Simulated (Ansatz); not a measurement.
Relaxation of C3H9NOSi (15 atoms, charge 0, multiplicity 1), to a largest force component of 0.015 eV/Å in at most 40 steps.

Level of theory: RKS BHLYP-D4/def2-SVP (Ansatz 0.2.0).

```xyz
15
Properties=species:S:1:pos:R:3:forces:R:3
N 1.759 -1.330 -0.714 1.42 2.34 1.00
C 0.979 -0.767 0.426 0.05 -0.30 0.01
C -0.529 -0.674 0.105 2.58 -1.03 0.62
O -1.063 -1.884 -0.075 -1.54 0.24 -0.55
C -1.240 0.425 -0.007 -0.15 1.25 0.20
Si -0.757 2.199 0.175 -0.15 -0.31 -0.37
H 2.732 -0.930 -0.588 -1.68 -0.69 -0.58
H 1.911 -2.295 -0.552 -0.04 -1.11 0.03
H 1.131 -1.425 1.318 -0.50 0.38 -0.29
H 1.418 0.197 0.746 -0.48 -0.25 -0.45
H -0.523 -2.604 0.188 0.78 -0.42 0.27
H -2.278 0.326 -0.199 -1.05 -0.53 -0.29
H -0.242 2.451 1.512 0.33 0.27 0.52
H -1.960 3.074 -0.011 0.27 -0.22 -0.07
H 0.280 2.498 -0.828 0.16 0.37 -0.06
```

Where does it end, and by what steps?

The run converged. The force dipped under the threshold on the way, but the program's further checks kept it going. After 36 steps the energy has fallen by 0.786 eV; H7 moved furthest, 1.31 Å.

```tsv
step	energy less start (eV)	largest force component (eV/Å)	accepted
0	0.0000	2.577	yes
2	-0.3381	0.298	yes
4	-0.3528	0.091	yes
6	-0.3648	1.167	yes
8	-0.5027	0.839	yes
10	-0.6543	0.585	yes
12	-0.7372	0.453	yes
14	-0.7205	1.039	no
16	-0.7816	0.066	yes
18	-0.7823	0.051	yes
20	-0.7828	0.018	yes
22	-0.7833	0.039	yes
24	-0.7839	0.030	yes
26	-0.7843	0.054	yes
28	-0.7849	0.024	yes
30	-0.7851	0.024	yes
32	-0.7854	0.009	yes
34	-0.7854	0.026	yes
36	-0.7855	0.008	yes
```

```xyz
15
Properties=species:S:1:pos:R:3
N 1.626 -1.773 -0.377
C 1.004 -0.679 0.346
C -0.480 -0.668 0.058
O -0.964 -1.889 -0.168
C -1.265 0.417 0.065
Si -0.771 2.172 0.362
H 1.828 -1.521 -1.334
H 2.487 -2.072 0.052
H 1.130 -0.871 1.417
H 1.439 0.305 0.146
H -0.193 -2.462 -0.287
H -2.321 0.218 -0.110
H -0.790 2.556 1.800
H -1.713 3.074 -0.345
H 0.603 2.453 -0.132
```

Whether the end is a true minimum wasn't checked by a vibrational analysis.

The run took 2.1 min on 2 threads of Intel(R) Xeon(R) Platinum 8488C (Sapphire Rapids) (shared host), peak memory 0.39 GiB.
